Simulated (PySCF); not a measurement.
Species: [Cu(NH3)3]+ (charge +1 and singlet state).
Z-matrix (Å and degrees, PBE0-D3(BJ)/def2-SVP geometry), rows numbered from 1:
```
Cu
N   1  2.0382
H   2  1.0211  1  113.88
H   2  1.0220  1  112.76  3  -120.29
H   2  1.0219  1  112.79  3   120.34
N   1  2.0755  2  117.32  3  -176.26
H   6  1.0220  1  112.69  2  -118.68
H   6  1.0218  1  112.97  2   121.98
H   6  1.0214  1  114.22  2     1.50
N   1  2.0405  2  126.43  3     3.78
H  10  1.0214  1  114.28  2  -179.52
H  10  1.0219  1  112.63  2    60.00
H  10  1.0220  1  112.70  2   -59.09
```

Method used: PBE0-D3(BJ)/def2-SVP geometry optimisation, gas phase (PySCF 2.14.0).

Masses are those of the commonest isotopes; rigid-rotor values at the optimised geometry. 

Task: Give the principal moments of inertia and the rotational constants in MHz.

Result: Ia = 115.82, Ib = 127.45, Ic = 235.27 u·Å²; 505379 MHz·u·Å²/I gives A = 4363, B = 3965, C = 2148 MHz.

Task: Classify the top.

Result: An asymmetric top; Ray's κ = 0.641.

Task: Is it planar, by Δ = Ic − Ia − Ib?

Result: Not planar: Δ = Ic − Ia − Ib = -8.00 u·Å². For a rigid frame Δ = −2 Σ m c², so Σ m c² = 4.00 u·Å² lies off the ab plane, practically all of it from hydrogen. The atom farthest from that plane is 0.84 Å away.

Task: List the rotational levels J(Ka,Kc) to J = 3 (MHz).

Result: Above 0(0,0):
J = 1: 1(0,1) 6113, 1(1,1) 6512, 1(1,0) 8329
J = 2: 2(0,2) 16863, 2(1,2) 16921, 2(1,1) 22373, 2(2,1) 23567, 2(2,0) 25045
J = 3: 3(0,3) 31786, 3(1,3) 31792, 3(1,2) 41623, 3(2,2) 41908, 3(2,1) 46802, 3(3,1) 49185, 3(3,0) 50258
Those of J = 1 are B + C, A + C and A + B.

Task: Predict some low-J microwave lines.

Result: The dipole components (about the centre of mass, as the species is charged) are |μa| = 0.03 D, |μb| = 0.17 D, |μc| = 0.01 D. Intensities carry the squares of the components, which stand as 0.03 : 1.00 : 0.00 (a : b : c). Some lines, for components of 0.1 D or more:

| type | branch | J(Ka,Kc) | MHz | lower level (cm⁻¹) |
| --- | --- | --- | --- | --- |
| b | Q | 1(1,0) ← 1(0,1) | 2215 | 0.204 |
| b | Q | 4(4,0) ← 4(3,1) | 4639 | 2.650 |
| b | Q | 2(1,1) ← 2(0,2) | 5511 | 0.562 |
| b | Q | 5(5,0) ← 5(4,1) | 6234 | 4.017 |
| b | R | 1(1,1) ← 0(0,0) | 6512 | 0.000 |
| b | Q | 5(5,1) ← 5(4,2) | 9202 | 3.904 |
| b | Q | 4(2,2) ← 4(1,3) | 9496 | 2.167 |
| b | Q | 3(1,2) ← 3(0,3) | 9837 | 1.060 |
| b | Q | 5(4,2) ← 5(3,3) | 10545 | 3.552 |
| b | Q | 5(2,3) ← 5(1,4) | 13860 | 3.085 |
| b | Q | 5(3,3) ← 5(2,4) | 14003 | 3.085 |
| b | Q | 4(2,3) ← 4(1,4) | 14024 | 1.701 |
| b | R | 3(1,2) ← 2(2,1) | 18056 | 0.786 |
| b | R | 4(1,4) ← 3(0,3) | 19195 | 1.060 |
| b | R | 5(0,5) ← 4(1,4) | 23487 | 1.701 |
| b | R | 4(2,2) ← 3(3,1) | 25277 | 1.641 |
| b | R | 5(1,4) ← 4(2,3) | 27487 | 2.168 |
| b | R | 5(2,3) ← 4(3,2) | 31083 | 2.511 |
| b | R | 4(4,1) ← 3(3,0) | 33142 | 1.676 |
| b | R | 4(4,0) ← 3(3,1) | 34910 | 1.641 |

Whether it is a minimum is left open (no frequencies). These are rigid-rotor constants of the computed structure; measured ground-state constants (B0) also hold zero-point vibration. A rigid rotor knows nothing of internal rotation, which can split or shift real lines. Quadrupole hyperfine structure (14N) is left out.
